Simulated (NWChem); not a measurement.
System: AlSiNH$_{6}$O$_{2}$; SMILES N[SiH2][Al]([OH])[OH]

```xyz
11

Si    -0.7063     1.4796     0.0189
N      0.5987     2.6470    -0.0331
Al    -0.0120    -0.8662     0.0020
O     -1.1778    -2.1104    -0.0097
O      1.6678    -1.1785     0.0023
H     -1.5086     1.7586     1.2548
H     -1.5971     1.7532    -1.1557
H      1.1551     2.6554    -0.8833
H      1.2315     2.6434     0.7620
H     -1.0701    -3.0617    -0.0143
H      2.1248    -2.0203    -0.0042
```
Atoms are numbered in this order, from 1.

All runs: NWChem. Pople sets run with spherical d functions. Coordinates come from a PBE0/def2-SVP optimisation. Atomic charges in e: unrestrained fits to the electrostatic potential beside Mulliken populations; buried atoms are poorly determined by the fit.

For level B3LYP/def2-SVP:

```
Property      Result
------------  ------
Mulliken Si1    0.26
ESP N2         -0.74
Mulliken N2    -0.36
ESP Al3         0.83
Mulliken Al3    0.63
ESP O4         -0.85
Mulliken O4    -0.45
ESP O5         -0.81
Mulliken O5    -0.46
```

### Question
Estimate the same quantities for level Hartree-Fock/6-31G*.

### Answer
The Mulliken Si1 is 0.57 and the ESP N2 is -0.89. The Mulliken N2 comes out as -1.06, the ESP Al3 is 1.04 and the Mulliken Al3 is 1.05. The ESP O4 is -0.99 and the Mulliken O4 comes out as -0.95. The ESP O5 is -0.95 and the Mulliken O5 is -0.96.
